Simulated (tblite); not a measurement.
Compound: C6H8SSi.
Numbering: `[SiH3:1][S:2][c:3]1[cH:4][cH:5][cH:6][cH:7][cH:8]1` (hydrogens: H9, H10, H11 on Si1; H12 on C4; H13 on C5; H14 on C6; H15 on C7; H16 on C8)

Computed with GFN2-xTB (tblite), gas phase: Langevin dynamics at 400 K from the optimised GFN2-xTB geometry, time step 0.5 fs, friction 0.01 fs⁻¹, 2000 steps.

Start geometry:
```
atom  x, y, z in Å
Si1     2.956   -0.331    0.085
S2      1.645   -0.250   -1.609
C3      0.102   -0.039   -0.736
C4     -0.770   -1.110   -0.624
C5     -1.972   -0.946    0.041
C6     -2.303    0.281    0.590
C7     -1.432    1.351    0.467
C8     -0.229    1.195   -0.198
H9      2.867    0.937    0.800
H10     4.252   -0.556   -0.526
H11     2.512   -1.427    0.939
H12    -0.504   -2.061   -1.060
H13    -2.652   -1.781    0.131
H14    -3.243    0.406    1.108
H15    -1.690    2.312    0.886
H16     0.451    2.027   -0.307
```

The statistics below take the 31 frames saved every 25 fs from 250 to 1000 fs; their kinetic temperature (all 3N coordinates) averages 417 K.

Q: How do the bond lengths spread?

A: 
```
   bond  start (Å)  mean (Å)  standard deviation (Å)  shortest (Å)  longest (Å)
 Si1–S2      2.143     2.161                   0.054         2.054        2.266
  S2–C3      1.786     1.785                   0.046         1.697        1.868
  C3–C4      1.386     1.396                   0.033         1.349        1.482
  C4–C5      1.384     1.388                   0.027         1.334        1.465
  C5–C6      1.385     1.389                   0.018         1.341        1.419
  C6–C7      1.385     1.389                   0.027         1.335        1.430
  C7–C8      1.384     1.386                   0.019         1.351        1.425
  C3–C8      1.386     1.385                   0.021         1.337        1.425
 Si1–H9      1.459     1.467                   0.049         1.353        1.560
Si1–H10      1.451     1.464                   0.039         1.372        1.543
Si1–H11      1.458     1.495                   0.078         1.307        1.683
 C4–H12      1.080     1.078                   0.025         1.023        1.131
 C5–H13      1.080     1.087                   0.035         1.012        1.149
 C6–H14      1.080     1.088                   0.044         1.006        1.153
 C7–H15      1.080     1.087                   0.031         1.032        1.143
 C8–H16      1.080     1.086                   0.040         1.012        1.180
```

Q: Give the same statistics for bond angles, one of each kind among heavy atoms.

A: 
```json
{"angle": "Si1–S2–C3", "start (°)": "98.4", "mean (°)": "106.6", "standard deviation (°)": "4.3", "smallest (°)": "98.8", "largest (°)": "115.4"}
{"angle": "S2–C3–C4", "start (°)": "119.4", "mean (°)": "116.6", "standard deviation (°)": "4.2", "smallest (°)": "109.7", "largest (°)": "126.5"}
{"angle": "C4–C3–C8", "start (°)": "120.4", "mean (°)": "119.9", "standard deviation (°)": "3.7", "smallest (°)": "108.8", "largest (°)": "126.8"}
{"angle": "C3–C4–C5", "start (°)": "119.6", "mean (°)": "119.8", "standard deviation (°)": "3.2", "smallest (°)": "114.3", "largest (°)": "125.9"}
{"angle": "C4–C5–C6", "start (°)": "120.2", "mean (°)": "119.6", "standard deviation (°)": "3.2", "smallest (°)": "112.7", "largest (°)": "125.3"}
{"angle": "C5–C6–C7", "start (°)": "119.9", "mean (°)": "119.8", "standard deviation (°)": "3.4", "smallest (°)": "113.3", "largest (°)": "126.7"}
```

Q: How widely does the potential energy scatter, against a harmonic estimate?

A: Mean 0.72 eV above the start, standard deviation 0.157 eV, range 0.42 to 0.98 eV. For 42 classical harmonic modes at 400 K the canonical values are 42kT/2 = 0.72 eV and kT·√(42/2) = 0.158 eV.

The run is classical and short, so these are rough statistics of one trajectory.

What follows is the cost of the whole dynamics run. The run took 19 s on an Intel Xeon at 2.80 GHz with one thread, on a shared host, and the process peaked at 0.18 GiB of memory.
